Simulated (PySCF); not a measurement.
**Heteronuclear NMR**

Atom-mapped SMILES (the numbers label the heavy atoms): `[CH3:1][C:2]([CH3:3])([CH3:4])[C@:5]([SiH3:6])([C:7]#[N:8])[CH:9]=[O:10]`; H(Xn) means a hydrogen on atom n.

- coordinates at the GFN2-xTB level
- shielding tensors at PBE0/pcSseg-1 (GIAO)
- run in PySCF
- in vacuum, non-relativistic Hamiltonian, rapidly exchanging positions averaged, single conformer

Problem. Predict the ²⁹Si NMR data.

Solution. 
| atoms | environment | σ (ppm) | δ (ppm) |
| --- | --- | --- | --- |
| Si6 | silicon bonded to C, 3 H | 410.8 | -57.7 |

Shieldings were converted by a linear fit to measured shifts: ²⁹Si (scatter 8.9 ppm rms, 25.8 ppm with the 6 outliers that the fit left out vs TMS, solution or neat liquid). Occasional misses reach two or three times the rms, and more in compound classes unlike the fitted ones.

On a 400 MHz spectrometer ²⁹Si resonates near 79.5 MHz, so 1 ppm is 79.5 Hz.

Problem. Predict the ¹⁵N NMR data.

Solution. 
```tsv
atoms	environment	σ (ppm)	δ (ppm)
N8	nitrile nitrogen	-46.1	-105.6
```

Shieldings were converted by a linear fit to measured shifts: ¹⁵N (scatter 6.3 ppm rms vs CH3NO2, solution or neat liquid). Occasional misses reach two or three times the rms, and more in compound classes unlike the fitted ones.

On a 600 MHz spectrometer ¹⁵N resonates near 60.8 MHz, so 1 ppm is 60.8 Hz.

Problem. What are the ¹⁷O shifts?

Solution. 
```
atoms      environment  σ (ppm)  δ (ppm)
  O10  aldehyde oxygen   -343.3    579.4
```

Shieldings were converted by a linear fit to measured shifts: ¹⁷O (scatter 10.7 ppm rms, 12.2 ppm with the 3 outliers that the fit left out vs liquid water, solution or neat liquid). Occasional misses reach two or three times the rms, and more in compound classes unlike the fitted ones.

On a 300 MHz spectrometer ¹⁷O resonates near 40.7 MHz, so 1 ppm is 40.7 Hz.
